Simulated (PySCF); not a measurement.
## Ionisation energy of Te³²⁺ by level of theory

Te³²⁺ [Ar] 3d2 (3F) → Te³³⁺ [Ar] 3d1 (2D), as a difference of total energies. Computed with PySCF 2.14 in an even-tempered Gaussian basis (18 s from 5 bohr⁻², ratio 2.5; 12 p from 6.5 bohr⁻², ratio 2.5; 8 d from 6.5 bohr⁻², ratio 2.5; 4 f from 23 bohr⁻², ratio 2.7; 3 g from 34 bohr⁻², ratio 2.7), with the spin-free X2C one-electron Hamiltonian (Gaussian nucleus). Correlated levels: outer shells: [Ne] frozen; virtual orbitals above 40 to 60 times the deepest correlated orbital energy dropped. The calculations carry no spin-orbit coupling.

| method | ionisation energy (eV) |
| --- | --- |
| UHF | 1974.4 |
| MP2 (outer shells) | 1974.2 |
| SCS-MP2 (outer shells) | 1974.2 |
| CCSD (outer shells) | 1974.0 |
| CCSD(T) (outer shells) | 1974.0 |

Breit and QED terms and the two-electron picture change are absent.

The reference lies between the lowest fine-structure levels, while these numbers refer to the centres of the terms.

For comparison: 1979 ± 4 eV (theoretical estimate listed by NIST; NIST Atomic Spectra Database, ionization energies).
